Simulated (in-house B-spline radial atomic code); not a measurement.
Values are calculated unless marked as measured or tabulated.
Stopping and range of 50 keV O in InSb

The pair potential comes from two frozen, spherical free-atom densities (PBE, B-spline radial code, scalar-relativistic past argon): electrostatics plus the change in Thomas-Fermi kinetic and Dirac exchange energy where they overlap, the recipe behind the universal ZBL potential, which averages such potentials (from solid-state densities) over many pairs. It is written V = (Z1 Z2 e²/r) φ(r/a), with e² = 14.3996 eV·Å and a = 0.46850 Å/(Z1^0.23 + Z2^0.23); ZBL's fit is φ = 0.18175 e^(−3.1998x) + 0.50986 e^(−0.94229x) + 0.28022 e^(−0.4029x) + 0.02817 e^(−0.20162x). Where φ falls below 4e-4 it is continued as an exponential.

The target is taken as amorphous, with density 5.77 g/cm³ (NSM archive of the Ioffe Institute); channelling is ignored. Masses: O 16.0, In 114.82, Sb 121.76 u. Nuclear stopping is S_n = 4π a Z1 Z2 e² M1/(M1 + M2) × s_n(ε), with s_n integrated over impact parameters for each pair. Electronic stopping is Lindhard and Scharff's S_e = Z1^(1/6) 8π e² a0 Z1 Z2/(Z1^(2/3) + Z2^(2/3))^(3/2) × v/v0, with a0 = 0.529177 Å and v = v0 at 24.801 keV/u; it misses the oscillations with Z1 seen in experiment, which reach tens of per cent. Compounds add by atom fraction.

```tsv
target atom	a (Å)	ε at this energy	s_n, this pair	s_n, ZBL potential
In	0.11537	0.8969	0.3229	0.3184
Sb	0.11473	0.863	0.3245	0.3207
```

Problem. What are the atom density and the stopping powers at entry?

Solution. N = 5.77 × 0.602214/118.29 = 0.02938 atoms/Å³. For In: S_n = 1001 × 0.3229 = 323.2 eV·Å², S_e = 2.3240 × √50000 = 519.7 eV·Å². For Sb: S_n = 983.8 × 0.3245 = 319.2 eV·Å², S_e = 2.3452 × √50000 = 524.4 eV·Å². Averaged over the target's atoms (half each) and times N × 10 Å/nm, the ion loses N S_n = 94.4 eV/nm to recoils and N S_e = 153 eV/nm to electrons; the nuclear share is 38 %.

Along the track:

```
E (keV)  N S_n (eV/nm)  N S_e (eV/nm)
    2.5           82.2           34.3
    7.5            101           59.4
     15            105             84
     25            103            108
   37.5           98.9            133
     50           94.4            153
```

Problem. Estimate the path length and the projected range.

Solution. With continuous slowing down the path is the integral of dE/(N (S_n + S_e)). Trapezoids over the table give 239 nm, and the stretch below the first row, with stopping taken as √E, adds 2E/(N S) = 43 nm: 282 nm in all, against 272 nm on a fine grid from 5 eV. Deflections shorten the depth: to first order in the energy passed on, N (S_n + S_e) dR_p/dE = 1 − N S_n (M2/M1) R_p/(2E), summed over the target's atoms, and integrating this on the fine grid gives R_p = 84.2 nm, 0.31 of the path. Lindhard's rule of thumb R/(1 + M2/3M1), with mean M2/M1 = 7.39, gives 78.6 nm; it is meant for M2/M1 below about 2. On the ZBL potential the same equation gives 85.3 nm, and the full integral equation, which keeps hard collisions, 89 nm.
